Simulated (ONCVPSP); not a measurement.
**An all-electron radial function and its pseudo partner (H (Z = 1))**

Columns: radius, all-electron u(r) and pseudo u(r) of the 1s shell (level -6.36 eV) of hydrogen in the configuration 1s1; LDA (Perdew-Zunger), scalar-relativistic, ONCV scheme, ONCVPSP 4.0.1.

| r (bohr) | all-electron | pseudo |
| --- | --- | --- |
| 0.062 | 0.1079 | 0.0874 |
| 0.125 | 0.2042 | 0.1740 |
| 0.188 | 0.2884 | 0.2567 |
| 0.250 | 0.3605 | 0.3326 |
| 0.312 | 0.4228 | 0.4019 |
| 0.375 | 0.4774 | 0.4647 |
| 0.438 | 0.5238 | 0.5194 |
| 0.500 | 0.5624 | 0.5651 |
| 0.562 | 0.5948 | 0.6027 |
| 0.625 | 0.6219 | 0.6329 |
| 0.688 | 0.6438 | 0.6558 |
| 0.750 | 0.6608 | 0.6719 |
| 0.812 | 0.6739 | 0.6828 |
| 0.875 | 0.6835 | 0.6897 |
| 0.938 | 0.6899 | 0.6936 |
| 1.000 | 0.6933 | 0.6951 |
| 1.062 | 0.6942 | 0.6949 |
| 1.125 | 0.6930 | 0.6931 |
| 1.188 | 0.6897 | 0.6897 |
| 1.250 | 0.6848 | 0.6848 |
| 1.312 | 0.6785 | 0.6785 |
| 1.375 | 0.6707 | 0.6707 |
| 1.438 | 0.6617 | 0.6617 |
| 1.500 | 0.6520 | 0.6520 |
| 1.562 | 0.6414 | 0.6414 |
| 1.625 | 0.6300 | 0.6300 |

(1) How many radial nodes do the two functions have?

(2) At about which radius was the pseudo-wave matched?

(3) Where does each function peak?

(4) Is the pseudo-wave norm-conserving?

Answers

(1) The all-electron 1s function has n − l − 1 = 0; the pseudo-wave has 0.

(2) 1.25 bohr. The columns agree to 0.0005 from 1.12 bohr on; several derivatives are matched, so the curves merge somewhat inside the radius.

(3) Outermost all-electron maximum near 1.06 bohr, pseudo maximum near 1.00 bohr (to the table’s step).

(4) Yes: the ONCV scheme keeps the norm inside the radius equal to the all-electron one, which fixes the energy derivative of the logarithmic derivative at the level.
